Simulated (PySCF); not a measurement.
# ¹⁹F chemical shifts

No solvent, non-relativistic Hamiltonian, one conformer, rapidly exchanging positions averaged. NMR shieldings at PBE0/pcSseg-1/GIAO; structure optimised with GFN2-xTB; PySCF 2.14.0 with density-fitted response routines.

Shieldings were converted by a linear fit to measured shifts: ¹⁹F: δ = 146.13 − 0.903σ +14.6 on sp3 carbon (rms 6.0 ppm, 223 shifts, 7.0 ppm with the 5 outliers that the fit left out vs CFCl3, solution or neat liquid). Occasional misses reach two or three times the rms, and more in compound classes unlike the fitted ones.

Question: Give the ¹⁹F shifts of `F/C=P/C(F)(F)C(F)(F)F`, `CCO[C@H](CCl)C(F)F`, `O=S1(=O)CC[C@@H](C(F)(F)F)O1`, `CC[P@@]1(=S)C=C(F)CC1`, `CS(=O)(=O)OCC(F)=C(F)F`.

Answer: 
```
                                                                compound                            environment  δ (ppm)
         [F:1]/[CH:2]=[P:3]/[C:4]([F:5])([F:6])[C:7]([F:8])([F:9])[F:10]               F1: fluorine bonded to C    -39.8
         [F:1]/[CH:2]=[P:3]/[C:4]([F:5])([F:6])[C:7]([F:8])([F:9])[F:10]  F8/9/10: fluorine of a CF3 group (×3)    -80.1
         [F:1]/[CH:2]=[P:3]/[C:4]([F:5])([F:6])[C:7]([F:8])([F:9])[F:10]     F5/6: fluorine of a CF2 group (×2)    -99.3
             [CH3:1][CH2:2][O:3][C@H:4]([CH2:5][Cl:6])[CH:7]([F:8])[F:9]            F9: fluorine of a CF2 group   -123.7
             [CH3:1][CH2:2][O:3][C@H:4]([CH2:5][Cl:6])[CH:7]([F:8])[F:9]            F8: fluorine of a CF2 group   -133.4
                                            O=S1(=O)CC[C@@H](C(F)(F)F)O1           fluorine of a CF3 group (×3)    -79.7
                                                   CC[P@@]1(=S)C=C(F)CC1                       vinylic fluorine    -80.8
[CH3:1][S:2](=[O:3])(=[O:4])[O:5][CH2:6][C:7]([F:8])=[C:9]([F:10])[F:11]                  F10: vinylic fluorine    -98.6
[CH3:1][S:2](=[O:3])(=[O:4])[O:5][CH2:6][C:7]([F:8])=[C:9]([F:10])[F:11]                  F11: vinylic fluorine   -120.7
[CH3:1][S:2](=[O:3])(=[O:4])[O:5][CH2:6][C:7]([F:8])=[C:9]([F:10])[F:11]                   F8: vinylic fluorine   -191.2
```

Question: Order these by ¹⁹F shift, lowest first.
A. CS(=O)(=O)NS(=O)(=O)C(F)(F)F
B. COc1cc(Cl)cc(F)p1
C. Fc1cccc(-n2nccn2)c1
D. NC(=O)/C(F)=C\Cl

Answer: D (-136.6 ppm, vinylic fluorine), C (-111.3 ppm, aryl fluorine), B (-82.1 ppm, aryl fluorine), A (-61.8 ppm, fluorine of an SCF3 group).
